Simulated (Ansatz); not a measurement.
System: sum formula SiN$_{3}$H$_{6}$Cl (charge 0, singlet). 
Structure (B3LYP-D3(BJ)/def2-TZVP (Ansatz, a first-principles code) minimum search):
SMILES: N[Si](N)(N)Cl
```xyz
11

Si    -0.0735     0.1897    -0.2931
Cl     0.3676    -0.9152     1.4224
N      1.0682    -0.3919    -1.4227
N     -0.0881     1.7972     0.2846
N     -1.5899    -0.0388    -1.0271
H      1.9697    -0.7243    -1.1234
H      1.0829    -0.0453    -2.3686
H     -0.2968     2.5665    -0.3315
H      0.4913     2.0743     1.0594
H     -1.7779    -0.8763    -1.5539
H     -2.4211     0.3414    -0.6042
```
Charge 0, spin multiplicity 1.

Wanted: atomisation energy (electronic, to ground-state atoms), in eV. Cores are frozen in the correlated levels unless marked. UHF or UKS for open shells. Spin-orbit coupling is left out. Non-relativistic. The coupled-cluster limit lacks core correlation, which all-electron functionals hold. CBS(X,Y): correlation extrapolated as X^-3; Hartree-Fock from the larger set.

| level | program | atomisation energy (eV) | minus last row |
|---|---|---|---|
| revPBE-D3(BJ)/def2-TZVPD | Ansatz + dftd3 | 40.13 | -0.69 |
| B97M-V/def2-TZVPD | Ansatz | 40.67 | -0.15 |
| B3LYP-D3(BJ)/def2-TZVPD | Ansatz + dftd3 | 40.78 | -0.04 |
| B3LYP/def2-TZVPD | Ansatz | 40.30 | -0.52 |
| CAM-B3LYP-D4/def2-TZVPD | Ansatz + dftd4 | 40.94 | 0.12 |
| MP2/cc-pV(Q+d)Z | Ansatz | 40.84 | 0.02 |
| SCS-MP2/cc-pV(D+d)Z | Ansatz | 36.37 | -4.45 |
| CCSD/aug-cc-pV(D+d)Z | Ansatz | 36.53 | -4.29 |
| CCSD(T)/cc-pVTZ | Ansatz | 38.96 | -1.86 |
| CCSD(T)/CBS(aug-cc-pV(T+d)Z,aug-cc-pV(Q+d)Z) | Ansatz | 40.82 | 0.00 |
